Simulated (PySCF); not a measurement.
C3H10OSi.
Atom-mapped SMILES: `[CH3:1][CH:2]([CH3:3])[O:4][SiH3:5]` (hydrogens: H6, H7, H8 on C1; H9 on C2; H10, H11, H12 on C3; H13, H14, H15 on Si5)

Level: PBE0/def2-SVPD in PySCF, non-relativistic, on one gas-phase PBE0-D3(BJ)/def2-SVP geometry that isn't relaxed in the solvent. The solvent is an IEF-PCM continuum (van der Waals radii × 1.2), and excitations are vertical TDDFT with non-equilibrium linear response and a frozen core. The model holds no explicit solvent molecules, cavitation or dispersion.

Gas-phase singlets (H = HOMO, L = LUMO):

```csv
state,E (eV),λ (nm),f,leading configurations
S1,6.920,179,0.002,H→L 96%
S2,7.590,163,0.023,H-1→L 95%
S3,7.670,162,0.014,H→L+1 95%
S4,8.025,154,0.014,"H→L+3 69%, H→L+2 23%"
S5,8.236,151,0.028,"H→L+2 56%, H→L+3 19%, H-1→L+1 11%"
```

How does the list change in tetrahydrofuran (ε = 7.426)?

```
state  E (eV)  λ (nm)      f             leading configurations  change by rank (eV)
   S1   6.938     179  0.002                            H→L 97%               +0.018
   S2   7.598     163  0.026                          H-1→L 95%               +0.008
   S3   7.714     161  0.024                          H→L+1 97%               +0.044
   S4   8.047     154  0.016               H→L+2 60%, H→L+3 34%               +0.022
   S5   8.288     150  0.027  H→L+3 31%, H-1→L+1 28%, H→L+2 17%               +0.052
```

What are the lowest 5 singlets in acetone (ε = 20.49)?

```csv
state,E (eV),λ (nm),f,leading configurations,change by rank (eV)
S1,6.945,179,0.002,H→L 97%,+0.025
S2,7.606,163,0.025,H-1→L 95%,+0.016
S3,7.730,160,0.023,H→L+1 97%,+0.060
S4,8.061,154,0.014,"H→L+2 62%, H→L+3 31%",+0.036
S5,8.300,149,0.024,"H→L+3 31%, H-1→L+1 28%, H→L+2 14%",+0.064
```

How do the frontier levels move from gas to acetone?

| orbital | gas (eV) | solvent (eV) | change (eV) |
| --- | --- | --- | --- |
| LUMO+2 | 1.26 | 1.37 | +0.11 |
| LUMO+1 | 0.77 | 0.85 | +0.08 |
| LUMO | 0.31 | 0.36 | +0.05 |
| HOMO | -8.02 | -8.01 | +0.01 |
| HOMO-1 | -8.61 | -8.59 | +0.02 |
| HOMO-2 | -9.50 | -9.43 | +0.07 |
| HOMO-3 | -9.82 | -9.75 | +0.07 |

The HOMO–LUMO gap goes from 8.33 to 8.38 eV. Rows go by rank; for LUMO+2 the atom shares or the degeneracy differ between the runs, so the row needn't follow one orbital.

Cost: about 40 s of CPU time on one thread; the machine was shared, so the figure is rough. This is the whole response run at PBE0/def2-SVPD in acetone, SCF included.

Shape of the structure used: `[CH3:1][CH:2]([CH3:3])[O:4][SiH3:5]`: C1–C2–O4–Si5 76°.
